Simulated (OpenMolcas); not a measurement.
# Potential curves of AlBr: spin–orbit levels

Computed with OpenMolcas 26.06: state-averaged CASSCF(8,7) over Br 4p, Al 3s 3p, XMS-CASPT2 (IPEA 0.25, imaginary shift 0.2 hartree), scalar X2C, ANO-RCC-VTZP, then RASSI spin–orbit state interaction with atomic mean-field integrals. C2 symmetry about the axis (a holds Σ, Δ, Γ; b holds Π, Φ, H; Σ⁺ and Σ⁻ are not told apart); roots by multiplicity and irrep: 1a 5, 3b 2, 1b 2, 3a 5.

XMS-CASPT2 energies with spin–orbit state interaction in eV from the lowest point. Curves are followed by energy order within each symmetry, so they are adiabatic and may change character at avoided crossings; for Ω = 0 the + and − levels are counted together.

```tsv
R (Å)	(1)Ω=0	(2)Ω=0	(1)Ω=1	(1)Ω=2	(4)Ω=0
2.138	0.193	3.075	3.091	3.106	5.618
2.243	0.019	2.951	2.965	2.979	5.378
2.349	0.000	2.978	2.992	3.005	5.239
2.466	0.093	3.115	3.127	3.139	5.167
2.584	0.258	3.330	3.341	3.352	5.095
2.748	0.567	3.668	3.678	3.687	4.920
2.960	1.014	4.083	4.092	4.100	4.782
3.289	1.709	4.472	4.482	4.483	4.691
3.758	2.585	4.609	4.623	4.614	4.662
4.463	3.620	4.640	4.637	4.648	4.652
5.403	4.500	4.655	4.652	4.664	4.664
```

The 5 lowest clean curves are shown; the next is (3)Ω=1, from 4.67 eV. Left out for impure symmetry, kinks or missing points, though low: (3)Ω=0, (2)Ω=1. Only roots inside an energy window near the equilibrium distance were included, so the list of states is not complete; labels number the states computed. Each spin and symmetry block has orbitals of its own, averaged over its own roots, so gaps between blocks are less sure than gaps within one and near the minimum can be off by tenths of an eV, in bad cases by more. No Rydberg orbitals are active, so Rydberg states, and σ→σ* states whose orbital the CASSCF left unused, can be missing between those listed. CASPT2 splits the two components of degenerate states numerically, here by up to 38 cm⁻¹. At stretched bonds a block can hold a wrong CASSCF solution and miss its lowest state; points past a visible jump are left out. Points that failed a check (symmetry, reference weights, a jump) are left out.
